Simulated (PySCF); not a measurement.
SMILES [F][In]([F])[F] (F3In), singlet (CAM-B3LYP/def2-SVP optimised geometry):

```
4

In    -0.481     0.002     0.000
F     -1.447     1.670     0.000
F     -1.441    -1.670    -0.002
F      1.447     0.002     0.000
```

Calculation: PySCF with CAM-B3LYP/def2-TZVP, def2 effective core potentials past Kr.

### Question
What are the frontier orbital energies and the dipole moment?

### Answer
HOMO-2 -12.98 eV, HOMO-1 -12.73 eV, HOMO -12.73 eV, LUMO -2.59 eV, LUMO+1 -0.82 eV; dipole moment 0.01 D.

On the same geometry PBE/def2-TZVP, def2 effective core potentials past Kr run with PySCF gives HOMO-2 -9.31 eV, HOMO-1 -9.19 eV, HOMO -9.18 eV, LUMO -4.44 eV, LUMO+1 -2.27 eV; dipole moment 0.01 D.
